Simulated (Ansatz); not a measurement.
Born–Oppenheimer molecular dynamics of BFH$_{6}$O$_{3}$Si (12 atoms, charge 0, multiplicity 1). It starts from a rough guess of a transition structure, not a stationary point.

Method: UKS revPBE-D4/6-31G (Ansatz).

```yaml
ensemble: NVE (velocity Verlet)
time_step: 0.5 fs
steps_asked: 150
starting_velocities_drawn_for: 300 K
seed: 563396
```

First frame:

```xyz
12
Properties=species:S:1:pos:R:3
B 1.122 0.014 -0.311
F 0.889 1.372 -1.284
O 2.114 0.232 0.564
O 0.987 -1.092 -1.057
H -0.135 1.312 -0.656
O -0.440 0.520 0.292
Si -1.819 -0.298 0.554
H 2.108 1.061 1.038
H 1.750 -1.667 -1.069
H -2.709 0.762 1.028
H -1.542 -1.304 1.575
H -2.325 -0.913 -0.674
```

**Question.** How far do the bonds stretch over the last three quarters of this one trajectory? (Pairs bonded in most of those frames.)

**Answer.** 
```json
{"bond": "B1–F2", "mean (Å)": "1.415", "spread (Å)": "0.035", "shortest": "1.37", "longest": "1.53"}
{"bond": "B1–O3", "mean (Å)": "1.413", "spread (Å)": "0.039", "shortest": "1.35", "longest": "1.48"}
{"bond": "B1–O4", "mean (Å)": "1.412", "spread (Å)": "0.045", "shortest": "1.33", "longest": "1.48"}
{"bond": "O3–H8", "mean (Å)": "0.981", "spread (Å)": "0.017", "shortest": "0.96", "longest": "1.01"}
{"bond": "O4–H9", "mean (Å)": "0.987", "spread (Å)": "0.022", "shortest": "0.95", "longest": "1.02"}
{"bond": "H5–O6", "mean (Å)": "1.003", "spread (Å)": "0.065", "shortest": "0.90", "longest": "1.10"}
{"bond": "O6–Si7", "mean (Å)": "1.828", "spread (Å)": "0.103", "shortest": "1.65", "longest": "1.95"}
{"bond": "Si7–H10", "mean (Å)": "1.546", "spread (Å)": "0.073", "shortest": "1.42", "longest": "1.65"}
{"bond": "Si7–H11", "mean (Å)": "1.521", "spread (Å)": "0.051", "shortest": "1.44", "longest": "1.61"}
{"bond": "Si7–H12", "mean (Å)": "1.539", "spread (Å)": "0.074", "shortest": "1.42", "longest": "1.64"}
```

Mean temperature of the second half: 822 K. The conserved energy stayed within 0.44 meV per atom of its start (net change -0.31 meV per atom), so the integration is sound. The system heated up, since it started high on the potential surface and ran downhill. A run of 0.075 ps of so small a system gives no equilibrium averages. The orbitals stay closed-shell, which can raise the energy where a bond breaks towards radicals; this wasn't checked here. Limits of this set-up: no polarisation functions.

Time of the run: 12 min on 2 threads of Arm Neoverse N1, with other jobs on the host, peak memory 0.15 GiB.
